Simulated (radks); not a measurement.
The rhodium ion Rh3+, configuration [Kr] 4d6.

Calculated with a radial shooting solver on a logarithmic mesh with Libxc functionals: Dirac Kohn-Sham, BLYP, spin-unpolarised, spherical densities, finite nucleus; open shells are shared between the two j in proportion to 2j + 1; Fermi nuclear charge, rms radius 4.4945 fm.

Energy parts (Ry):
part                        energy
total                  -9566.64717
kinetic                 9974.02659
electron-nucleus      -23047.36860
Hartree                 3783.17144
exchange-correlation    -276.47661

Orbitals (lengths in bohr, moments of r in powers of bohr; r(max) is where P^2 peaks):
| orbital | occ. | eigenvalue (Ry) | <r> | r(max) | <r^2> | small-component weight |
|---|---|---|---|---|---|---|
| 1s1/2 | 2 | -1695.346 | 0.03263 | 0.02117 | 0.001438 | 2.71e-02 |
| 2s1/2 | 2 | -248.0582 | 0.1416 | 0.1199 | 0.02368 | 5.62e-03 |
| 2p1/2 | 2 | -229.9017 | 0.1203 | 0.09292 | 0.01777 | 5.64e-03 |
| 2p3/2 | 4 | -219.2668 | 0.1252 | 0.09700 | 0.01911 | 5.43e-03 |
| 3s1/2 | 2 | -46.52849 | 0.3905 | 0.3516 | 0.1747 | 1.55e-03 |
| 3p1/2 | 2 | -39.42250 | 0.3831 | 0.3382 | 0.1708 | 1.50e-03 |
| 3p3/2 | 4 | -37.59268 | 0.3938 | 0.3479 | 0.1803 | 1.44e-03 |
| 3d3/2 | 4 | -25.00404 | 0.3683 | 0.2896 | 0.1623 | 1.33e-03 |
| 3d5/2 | 6 | -24.64301 | 0.3718 | 0.2924 | 0.1652 | 1.31e-03 |
| 4s1/2 | 2 | -8.69799 | 0.9719 | 0.8790 | 1.069 | 3.85e-04 |
| 4p1/2 | 2 | -6.51610 | 1.044 | 0.9230 | 1.246 | 3.34e-04 |
| 4p3/2 | 4 | -6.21893 | 1.073 | 0.9472 | 1.316 | 3.19e-04 |
| 4d3/2 | 2.4 | -2.91620 | 1.366 | 1.104 | 2.203 | 2.02e-04 |
| 4d5/2 | 3.6 | -2.88009 | 1.379 | 1.114 | 2.245 | 1.98e-04 |

The highest occupied level is 4d5/2 at -39.186 eV. The density falls to 0.001 e/bohr^3 at r = 3.20 bohr. The electron density at the nucleus is 1.21e+05 e/bohr^3. Summed over all electrons, <r^2> = 26.48 bohr^2, which gives a Langevin (diamagnetic) susceptibility term of -21 x 10^-6 cm^3/mol. For comparison, the ionisation energy in NIST's Atomic Spectra Database is 42 eV (theoretical). In exact Kohn-Sham theory the highest level is minus the ionisation energy, but local and semilocal functionals leave it too shallow, through self-interaction and a potential that decays too fast; potentials with the right tail come closer.

Beside tabulated values, note that spin-unpolarised runs miss the spin-polarisation part of the exchange energy of open shells.
